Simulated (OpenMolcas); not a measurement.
Ti3+ among 4 point charges of -2 e arranged as a tetrahedron (Td).

* Program: OpenMolcas
* Method: CASSCF
* Basis: ANO-RCC-VDZP [5s4p2d1f]
* Scalar Hamiltonian: DKH2, point nucleus
* Active space: 1 electron in 5 orbitals (3d)
* State averaging: 2S+1 = 2 even, 5 roots
* Spin-orbit coupling: RASSI with atomic mean-field integrals over the reference wave functions

All point charges move together. At R = 2.03 Å |10Dq| is 2449 cm-1, and at R = 2.15 Å it is 1935 cm-1.

Q: A third run gives 2916 cm-1. What distance was it run at?

A: With a power law R^-n the two known points give n = -ln(1935 / 2449) / ln(2.15 / 2.03) = 4.10. Then R = 2.03 × (2449 / 2916)^(1/4.10) = 1.945 Å. The run was at 1.94 Å, so the estimate is off by +0.005 Å.

An orbital doublet at a regular site is open to a Jahn-Teller distortion, which this geometry leaves out. The ground term spreads over less than 5000 cm-1, several times less than with real ligands, so orbital moments are less quenched and χT lies further from the spin-only value than at real sites. This is an electrostatic model: the charges have no orbitals. No measured value stands beside these numbers.
